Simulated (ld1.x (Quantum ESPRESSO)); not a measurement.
## Ag: one change to a PAW potential, before and after

Ag, PAW, made with ld1.x (Quantum ESPRESSO) 7.5 (PBE, scalar-relativistic). Core [Ar] 3d10 4s2, reference 4p6 4d10 5s1 5p0. Waves: 5s (bound): rcut 2.20, rcutus 2.55 bohr; 5s channel at 1.2 Ry: rcut 2.20, rcutus 2.55 bohr; 4p (bound): rcut 1.35, rcutus 1.55 bohr; 5p (bound, empty): rcut 1.35, rcutus 1.55 bohr; 4d (bound): rcut 1.25, rcutus 1.55 bohr; 4d channel at -0.15 Ry: rcut 1.25, rcutus 1.55 bohr. Local part: all-electron potential smoothed inside 1.70 bohr (lloc = -1). Core correction: Bessel-smoothed model core inside 1.15 bohr. Augmentation charge: BESSEL, radius 1.35 bohr.

Change: augmentation BESSEL, radius 1.10 bohr.

Cutoffs: the cutoffs (Ry, on a coarse ladder) from which the occupation-weighted sum of valence levels, in a spherical-Bessel basis at the reference potential, stays within 10 and 1 mRy of its value at 400 Ry; they do not see the model core or the augmentation charge, which bear on the density cutoff. Errors are all-electron minus pseudo energies relative to the spin-unpolarised reference configuration.

Q: How do hardness, ghosts and transferability respond?

A: The potential gets neither clearly harder nor softer (55 Ry and 90 Ry → 55 Ry and 90 Ry); both files keep a bound ghost (s); of the 7 tests that both files solve, the error grows in 2 and shrinks in 3 by more than 15 % and 0.3 meV (median size 2.8 → 3.9 meV).

```csv
quantity,base,changed
"cutoff, loose",55 Ry,55 Ry
"cutoff, tight",90 Ry,90 Ry
bound ghosts,s,s
"error for 4p6 4d10 5s0 5p0, meV [ΔE 7.76 eV]",+1.1,+4.3
"error for 4p6 4d9 5s0 5p0, meV [ΔE 29.87 eV]",-4.8,-3.3
"error for 4p6 4d8 5s0 5p0, meV [ΔE 66.06 eV]",-41,-41
"error for 4p6 4d9 5s1 5p1, meV [ΔE 8.57 eV]",-2.8,-2.1
"error for 4p6 4d7 5s0 5p0, meV [ΔE 117.78 eV]",-141,-139
"error for 4p6 4d10 5s0 5p1, meV [ΔE 3.87 eV]",+2.0,+3.9
"error for 4p6 4d10 5s0.5 5p0, meV [ΔE 3.02 eV]",-0.4,+0.1
s: phases at 2.73 bohr within 0.05 rad from the reference energy up to (Ry; the scan ends near 5),4.5,4.5
p: phases at 2.73 bohr within 0.05 rad from the reference energy up to (Ry; the scan ends near 5),4.5,4.5
d: phases at 2.73 bohr within 0.05 rad from the reference energy up to (Ry; the scan ends near 5),to the end of the scan,to the end of the scan
lowest overlap eigenvalue by channel,"s 0.31, p 0.13, d 0.93","s 0.31, p 0.13, d 0.93"
```

 A true bound ghost makes a file unfit for plane-wave use even where its test errors are small: the radial tests pick states by their node count and pass the ghost by.
